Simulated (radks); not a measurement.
The numbers below are computed, except where a source is named.
Species: Si4-. Configuration: [Ar].

Code: a radial shooting solver on a logarithmic mesh with Libxc functionals. Model: non-relativistic Kohn-Sham, LDA (Slater exchange, Perdew-Wang correlation), spin-unpolarised, spherical densities, point nucleus; Watson sphere of charge +4 and radius 3.46 bohr.

Energy parts (eV; the electron-nucleus part includes the sphere):
total: -8354.158
kinetic: 7846.297
electron-nucleus: -19758.370
Hartree: 4118.017
exchange-correlation: -560.101

Orbitals (lengths in bohr, moments of r in powers of bohr; <r^-3> diverges for s and p1/2):
1s: occ. 2; eigenvalue (eV) -1769.907; <1/r> 13.53
2s: occ. 2; eigenvalue (eV) -134.6518; <1/r> 2.555
2p: occ. 6; eigenvalue (eV) -92.1609; <1/r> 2.452; <r^-3> 47.71
3s: occ. 2; eigenvalue (eV) -10.7580; <1/r> 0.5537
3p: occ. 6; eigenvalue (eV) -5.3318; <1/r> 0.4067; <r^-3> 1.465

The highest occupied level is 3p at -5.332 eV. The electron density at the nucleus is 1751 e/bohr^3. The density falls to 0.001 e/bohr^3 at r = 5.49 bohr. Summed over all electrons, <r^2> = 88.38 bohr^2, which gives a Langevin (diamagnetic) susceptibility term of -70 x 10^-6 cm^3/mol.
